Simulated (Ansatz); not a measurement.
All numbers were calculated with Ansatz.

CCl$_{3}$HfNO, SMILES `O=C=[N][Hf]([Cl])([Cl])[Cl]` at its PBE0-D4/def2-TZVP geometry, where that method's forces vanish. The species carries charge 0 and has multiplicity 1. Hf takes the def2 core potential.

```
atom    x (Å)    y (Å)    z (Å)
  O1  -3.0994  -0.7432   0.9346
  C2  -2.0174  -0.4837   0.6086
  N3  -0.8928  -0.2141   0.2697
 Hf4   0.9757   0.2339  -0.2944
 Cl5   0.9603   0.8357  -2.5393
 Cl6   1.7486   2.0035   0.9993
 Cl7   2.3250  -1.6321   0.0215
```

**Question.** For each bond, give half the difference of the two atoms' forces along it (eV/Å; positive pushes the atoms apart) under PBE-D4, r2SCAN-D4, B3LYP-D4, ωB97M-V in def2-TZVPP. (Estimate.)

**Answer.** The calculation gave: 
```csv
bond,length (Å),PBE-D4,r2SCAN-D4,B3LYP-D4,ωB97M-V
O1–C2,1.159,1.00,0.37,0.29,-0.03
C2–N3,1.205,0.22,0.01,-0.16,0.06
N3–Hf4,2.003,-0.42,-0.10,0.04,0.02
Hf4–Cl5,2.324,0.09,0.06,0.14,0.05
Hf4–Cl6,2.324,0.09,0.06,0.14,0.05
Hf4–Cl7,2.324,0.09,0.06,0.14,0.05
```

B3LYP here is the variant with VWN-RPA as its local correlation; programs differ in this.
